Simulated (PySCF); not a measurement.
# Working out the ionisation energy of V

V [Ar] 3d3 4s2 (4F) → V⁺ [Ar] 3d4 (5D). All numbers are calculated (PySCF 2.14, scalar relativity by spin-free X2C-1e, in ANO-RCC-VTZP (6s5p3d2f1g, 59 functions)). Frozen: [Ne]. Energies in hartree (1 hartree = 27.21139 eV):

| part | V (lower) | V⁺ (upper) |
| --- | --- | --- |
| UHF | -948.142484 | -947.915156 |
| MP2 opposite-spin | -0.259497 | -0.237476 |
| MP2 same-spin | -0.110790 | -0.129075 |

What does Hartree-Fock give?

(-947.915156) − (-948.142484) = 0.227328 hartree = 6.186 eV.

What do MP2 and SCS-MP2 (6/5 opposite-spin, 1/3 same-spin) give?

The opposite-spin parts differ by 0.599 eV and the same-spin parts by -0.498 eV. MP2: 6.186 + (0.599) + (-0.498) = 6.287 eV. SCS-MP2: 6.186 + 1.2 × (0.599) + (-0.498)/3 = 6.739 eV.

Measured between the centres of the two terms (NIST): 6.732 eV, so MP2 (valence and next inner shell) is off by -0.445 eV.

What remains against the reference includes basis incompleteness, the frozen core and correlation beyond second order.
